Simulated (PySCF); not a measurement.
In(Cl)(Me)(OMe) (C2H6ClInO), SMILES C[O][In]([CH3])[Cl]. Atoms are numbered in the order given.

```xyz
11

In     0.0701     0.1878     0.0744
Cl    -0.3956    -1.0521     2.0329
C      0.8236     2.2138     0.0828
H      1.0387     2.5379    -0.9437
H      1.7372     2.2398     0.6920
H      0.0611     2.8626     0.5351
O     -0.3437    -0.9584    -1.5176
C     -0.2053    -0.5443    -2.8501
H      0.4510    -1.2416    -3.4063
H     -1.1861    -0.5383    -3.3649
H      0.2282     0.4711    -2.9743
```

The structure is a stationary point at B3LYP-D3(BJ)/def2-SVP. The structure was generated by enumeration; whether it is a known compound was not checked. The def2 effective core potentials stand for the cores of In; spin–orbit coupling is left out. Other conformers were not sampled.

Computed with ωB97X/def2-TZVP in PySCF.

ESP charges are fitted to the potential on shells at 1.4 to 2.0 van der Waals radii. Atomic charges (e):

| atom | Löwdin | ESP fit |
|---|---|---|
| In1 | 0.28 | 0.97 |
| Cl2 | ___ | -0.39 |
| C3 | ___ | -0.80 |
| H4 | 0.13 | 0.22 |
| H5 | 0.13 | 0.19 |
| H6 | 0.13 | 0.20 |
| O7 | -0.11 | -0.59 |
| C8 | ___ | 0.18 |
| H9 | 0.10 | 0.02 |
| H10 | 0.10 | 0.02 |
| H11 | 0.09 | -0.04 |

### Question
What belongs in the gaps? (An estimate is asked for; the answer gives what the named calculation found.)

### Answer

- Cl2, Löwdin: 0.04
- C3, Löwdin: -0.50
- C8, Löwdin: -0.40
